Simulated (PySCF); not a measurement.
Molecule: SMILES CB(C)C, C$_{3}$H$_{9}$B.

Numbering as in the mapped SMILES `[CH3:1][B:2]([CH3:3])[CH3:4]`; H(Xn) means a hydrogen on atom n.

Spin–spin couplings on one PBE0-D3(BJ)/def2-SVP geometry, PySCF 2.14.0 with density-fitted response routines, gas phase, non-relativistic, equivalent pairs averaged (spin–dipole term only in couplings to heteroatoms); isotopes $^{13}$C, $^{11}$B; functional B3LYP.

Reference values (Hz): $^{1}J$(C1,B2) = 52.0 (measured; solution, CDCl3; Z. Naturforsch. B 2015 (znb-2015-0040), 1J(13C,11B) in organoboranes and borates).

Question: How do the couplings (Hz) change with the basis set? Times are CPU seconds on shared hosts with different chips, so compare them loosely. Far from the basis limit: 6-31G*, pcJ-0, def2-TZVP, cc-pVTZ.

Answer: 
```
basis set  functions  $^{1}J$(C1,B2)  abs. error  core-s
   6-31G*         74            62.8        10.8     3.8
    pcJ-0         79            42.6         9.4     4.5
def2-TZVP        178            50.9         1.1      15
    pcJ-1        198            50.4         1.6      18
  cc-pVTZ        246            49.4         2.6      24
```

Errors compare magnitudes, without vibrational corrections. Closest: def2-TZVP; furthest: 6-31G*.

The Fermi-contact term samples the wavefunction at the nucleus, which is why sets with added tight s functions (names with J) are made for couplings. Agreement of an ordinary basis with the reference is then largely a cancellation of errors.
